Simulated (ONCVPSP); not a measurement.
Reading a pseudo-wave (hafnium)

Columns: radius, all-electron u(r) and pseudo u(r) of the 5s shell (level -73.94 eV) of hafnium in the configuration [Kr] 4d10 4f14 5s2 5p6 5d2 6s1; PBE, scalar-relativistic, ONCV scheme, ONCVPSP 4.0.1.

```
r (bohr)  all-electron  pseudo
   0.155        0.4052  0.1963
   0.310       -0.4634  0.3926
   0.465       -0.3977  0.5856
   0.620        0.3058  0.7619
   0.775        0.8485  0.8983
   0.930        1.0847  0.9742
   1.085        1.0976  0.9812
   1.240        0.9901  0.9225
   1.395        0.8353  0.8108
   1.550        0.6751  0.6703
   1.705        0.5300  0.5296
   1.860        0.4075  0.4075
   2.015        0.3087  0.3086
   2.170        0.2312  0.2311
   2.325        0.1716  0.1716
   2.480        0.1266  0.1265
   2.635        0.0928  0.0928
   2.790        0.0678  0.0678
   2.945        0.0493  0.0493
   3.100        0.0357  0.0357
   3.255        0.0258  0.0258
   3.410        0.0186  0.0186
   3.565        0.0134  0.0134
   3.720        0.0096  0.0096
   3.875        0.0069  0.0069
   4.030        0.0049  0.0049
```

**Question.** How many radial nodes do the two functions have?

**Answer.** The all-electron 5s function has n − l − 1 = 4 (the table is too coarse to show those close to the nucleus); the pseudo-wave has 0, since the states of the same l below it are removed with the core.

**Question.** At about which radius was the pseudo-wave matched?

**Answer.** 1.95 bohr. The columns agree to 0.0005 from 1.71 bohr on; several derivatives are matched, so the curves merge somewhat inside the radius.

**Question.** Is the pseudo-wave norm-conserving?

**Answer.** Yes: the ONCV scheme keeps the norm inside the radius equal to the all-electron one, which fixes the energy derivative of the logarithmic derivative at the level.
